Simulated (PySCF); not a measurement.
PySCF input:

```python
from pyscf import gto, scf, mp, cc as ccmod

mol = gto.M(
    atom='''
    Al    0.00000000    0.00000000    0.00000000
    H     0.00000000    0.00000000    1.54907623
    H    -0.00000000   -0.00000000   -1.54907623
    ''',
    basis='cc-pvdz',
    charge=1,
    spin=0,
    verbose=4,
)

mf = scf.RHF(mol)
mf.conv_tol = 1e-10
mf.max_cycle = 100
mf.kernel()
mp2 = mp.MP2(mf, frozen=5).run()
cc = ccmod.CCSD(mf, frozen=5)
cc.max_cycle = 100
cc.kernel()
et = cc.ccsd_t()
print(f'E(CCSD(T)) = {cc.e_tot + et:.9f}')
```

**Question.** Predict the final energy.

**Answer.** -242.84793 Eh (CCSD(T)/cc-pVDZ).
